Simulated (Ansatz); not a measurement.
A single point on `FCC(F)(F)C(F)F`.

```yaml
crystal:
  periodic: [false, false, false]
  atoms:
    - {symbol: F, position_ang: [0.560308, -1.691241, 0.918604]}
    - {symbol: C, position_ang: [1.079831, -0.768370, 0.045573]}
    - {symbol: C, position_ang: [0.266381, 0.506141, 0.119103]}
    - {symbol: F, position_ang: [0.396165, 1.070423, 1.340677]}
    - {symbol: F, position_ang: [0.762985, 1.366231, -0.794649]}
    - {symbol: C, position_ang: [-1.230849, 0.299478, -0.129149]}
    - {symbol: F, position_ang: [-1.848211, 1.491476, -0.160066]}
    - {symbol: F, position_ang: [-1.395220, -0.299686, -1.328620]}
    - {symbol: H, position_ang: [2.110081, -0.539173, 0.328108]}
    - {symbol: H, position_ang: [1.042239, -1.169084, -0.968988]}
    - {symbol: H, position_ang: [-1.678310, -0.323296, 0.649908]}
basis:
  gaussian: {orbitals: def2-QZVPP}
correlation: {method: mp2}
```

```sh
$ ansatz run in.yaml --threads 4 --pin off --events-out ev --progress --plain --max-ram 11315MiB
```

It prints (some lines left out):

```
Functional definition: HF
3418 factors; integrals over basis functions are off by at most 9.3e-4 eV
mean field evaluation 1: about -16671.6006 eV, gradient 4.7e1 eV
mean field evaluation 2: about -16671.7978 eV, gradient 4.7e1 eV
mean field evaluation 4: about -16675.9371 eV, gradient 4.7e0 eV
mean field evaluation 8: about -16676.0025 eV, gradient 2.5e-1 eV
mean field -16676.00278570 eV, -612.8317989738 hartree, gradient 2.9e-6 eV, S^2 0.000000; 0 other end points of the search recorded, 0 dependent functions left out
8 core orbitals not correlated: weight in the atoms' cores, before any rotation towards them, 1.000 or more for the frozen orbitals, at most 0.000 for the correlated occupied ones
reference -16676.00278570 eV, -612.8317989738 hartree; 25, 25 occupied and 513, 513 virtual orbitals, 3418 factors
second order -51.07993849 eV of doubles, -0.00000000 eV of singles
Total energy: -16727.08272419 eV, -614.7089520900 hartree
```

It took 41 s on 4 threads of an Arm Neoverse V1 on a shared host, with 4.4 GiB of host memory at the peak.
